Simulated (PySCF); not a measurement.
Compound: C2H8AlBrS.
Structure used (PBE0-D3(BJ)/def2-SVP), in Å, numbered top down from 1:
```
atom  x, y, z in Å
C1    -1.3479   -1.1184    0.1596
S2    -0.3885    0.0095   -0.8729
C3    -0.5518    1.5548    0.0451
Al4    1.8916   -0.6239   -0.2325
Br5    2.9517    1.1950   -1.1757
H6    -2.4060   -0.8242    0.1452
H7    -1.2421   -2.1198   -0.2792
H8    -0.9574   -1.1231    1.1874
H9    -1.5882    1.9128   -0.0166
H10   -0.2424    1.4114    1.0902
H11    0.1261    2.2714   -0.4383
H12    2.0563   -2.0198   -0.9757
H13    1.7037   -0.5420    1.3529
```

Method: PBE0-D3(BJ)/def2-SVP geometry optimisation, gas phase in PySCF.

Masses are those of the commonest isotopes; rigid-rotor values at the optimised geometry. The values belong to one conformer with, in the numbering `[CH3:1][S+:2]([CH3:3])[AlH2-:4][Br:5]`, C1–S2–Al4–Br5 -166°.

Problem. Give the principal moments of inertia and the rotational constants in MHz.

Solution. Ia = 129.62, Ib = 574.19, Ic = 652.30 u·Å²; 505379 MHz·u·Å²/I gives A = 3899, B = 880.2, C = 774.8 MHz.

Problem. What kind of rotor is it?

Solution. A near-prolate asymmetric top. Ray's parameter κ = (2B − A − C)/(A − C) = -0.933; −1 is the prolate and +1 the oblate limit.

Problem. What does the inertial defect say?

Solution. Not planar: Δ = Ic − Ia − Ib = -51.50 u·Å². For a rigid frame Δ = −2 Σ m c², so Σ m c² = 25.75 u·Å² lies off the ab plane: 8.72 from hydrogen and 17.04 from heavier atoms. The atom farthest from that plane is 1.82 Å away.

Problem. List the rotational levels J(Ka,Kc) to J = 2 (MHz).

Solution. Above 0(0,0):
J = 1: 1(0,1) 1655, 1(1,1) 4674, 1(1,0) 4779
J = 2: 2(0,2) 4962, 2(1,2) 7878, 2(1,1) 8194, 2(2,1) 17251, 2(2,0) 17253
Those of J = 1 are B + C, A + C and A + B.

Problem. Which lines would a microwave search look for?

Solution. The dipole components are |μa| = 5.49 D, |μb| = 1.86 D, |μc| = 0.51 D. The squared components, which scale the intensities, stand as 1.00 : 0.11 : 0.01 (a : b : c). Some of the stronger lines:

| type | branch | J(Ka,Kc) | MHz | lower level (cm⁻¹) |
| --- | --- | --- | --- | --- |
| a | R | 1(0,1) ← 0(0,0) | 1655 | 0.000 |
| b | Q | 1(1,0) ← 1(0,1) | 3124 | 0.055 |
| a | R | 2(1,2) ← 1(1,1) | 3204 | 0.156 |
| b | Q | 2(1,1) ← 2(0,2) | 3232 | 0.166 |
| a | R | 2(0,2) ← 1(0,1) | 3307 | 0.055 |
| a | R | 2(1,1) ← 1(1,0) | 3415 | 0.159 |
| b | R | 1(1,1) ← 0(0,0) | 4674 | 0.000 |
| a | R | 3(1,3) ← 2(1,2) | 4805 | 0.263 |
| a | R | 3(2,2) ← 2(2,1) | 4965 | 0.575 |
| a | R | 3(1,2) ← 2(1,1) | 5121 | 0.273 |
| b | R | 3(1,3) ← 2(0,2) | 7721 | 0.166 |
| b | Q | 3(2,1) ← 3(1,2) | 8914 | 0.444 |
| b | Q | 2(2,0) ← 2(1,1) | 9059 | 0.273 |
| b | Q | 2(2,1) ← 2(1,2) | 9373 | 0.263 |
| b | R | 2(2,1) ← 1(1,0) | 12472 | 0.159 |
| b | R | 2(2,0) ← 1(1,1) | 12580 | 0.156 |
| b | R | 3(2,2) ← 2(1,1) | 14021 | 0.273 |
| b | R | 3(2,1) ← 2(1,2) | 14351 | 0.263 |
| b | Q | 3(3,0) ← 3(2,1) | 15346 | 0.741 |
| b | Q | 3(3,1) ← 3(2,2) | 15359 | 0.741 |
| b | R | 3(3,1) ← 2(2,0) | 20321 | 0.576 |
| b | R | 3(3,0) ← 2(2,1) | 20324 | 0.575 |

No PBE0-D3(BJ)/def2-SVP frequencies stand behind this structure, so it isn't proved a minimum. No vibrational averaging or centrifugal distortion is included, and the geometry carries the error of its method. A rigid rotor knows nothing of internal rotation, which can split or shift real lines. Quadrupole hyperfine structure (27Al, 79Br) is left out.

Hardware: one thread of an Arm Neoverse V1, no GPU, shared host with 32 logical CPUs at a one-minute load of 27. Cost: 2.8 min, 0.56 GiB resident at most. This is the geometry optimisation.
